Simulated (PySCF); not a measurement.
Isomers of [C3H5O5S]- (charge -1), one GFN2-xTB conformer each. Single-point energies are computed at PBE0/pcSseg-1 (PySCF, gas phase, no added dispersion term), electronic only.

```json
{"SMILES": "CC(=O)OCS(=O)(=O)[O-]", "GFN2-xTB relative energy (kcal/mol)": "0.0"}
{"SMILES": "O=S(=O)([O-])C1OCCO1", "GFN2-xTB relative energy (kcal/mol)": "6.1"}
```

Conformers: `[CH3:1][C:2](=[O:3])[O:4][CH2:5][S:6](=[O:7])(=[O:8])[O-:9]` (charge -1) with C1–C2–O4–C5 -155°, C2–O4–C5–S6 64°; `[O:1]=[S:2](=[O:3])([O-:4])[CH:5]1[O:6][CH2:7][CH2:8][O:9]1` (charge -1) with O1–S2–C5–O6 -73°, S2–C5–O6–C7 -79°, C5–O6–C7–C8 -20°, O6–C7–C8–O9 -5°, C7–C8–O9–C5 28°.

**Question.** What does PBE0/pcSseg-1 give for the same structures?

**Answer.** 
```json
{"SMILES": "CC(=O)OCS(=O)(=O)[O-]", "PBE0/pcSseg-1 E (Eh)": "-890.92455", "PBE0/pcSseg-1 (kcal/mol)": "0.0", "GFN2-xTB (kcal/mol)": "0.0", "point group": "C1"}
{"SMILES": "O=S(=O)([O-])C1OCCO1", "PBE0/pcSseg-1 E (Eh)": "-890.89743", "PBE0/pcSseg-1 (kcal/mol)": "17.0", "GFN2-xTB (kcal/mol)": "6.1", "point group": "C1"}
```

Both levels put the same isomer lowest.
